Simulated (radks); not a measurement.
Question: Fe XIV, configuration [Ne] 3s2 3p1. Calculated with a radial shooting solver on a logarithmic mesh with Libxc functionals: Dirac Kohn-Sham, PBE, spin-unpolarised, spherical densities, point nucleus; open shells are shared between the two j in proportion to 2j + 1. Some entries of the table are withheld. Estimate them.

| orbital | occ. | eigenvalue (Ry) | <r^2> (bohr^2) |
|---|---|---|---|
| 1s1/2 | 2 | -543.6664 | 0.004593 |
| 2s1/2 | 2 | -88.40424 | 0.08218 |
| 2p1/2 | 2 | -80.32812 | (1) |
| 2p3/2 | 4 | -79.39042 | (2) |
| 3s1/2 | 2 | (3) | 0.5439 |
| 3p1/2 | 0.333333 | (4) | (5) |
| 3p3/2 | 0.666667 | (6) | (7) |

Answer: 
(1) 2p1/2 <r^2> (bohr^2): 0.06517
(2) 2p3/2 <r^2> (bohr^2): 0.06669
(3) 3s1/2 eigenvalue (Ry): -30.07816
(4) 3p1/2 eigenvalue (Ry): -27.57223
(5) 3p1/2 <r^2> (bohr^2): 0.5392
(6) 3p3/2 eigenvalue (Ry): -27.38698
(7) 3p3/2 <r^2> (bohr^2): 0.5466
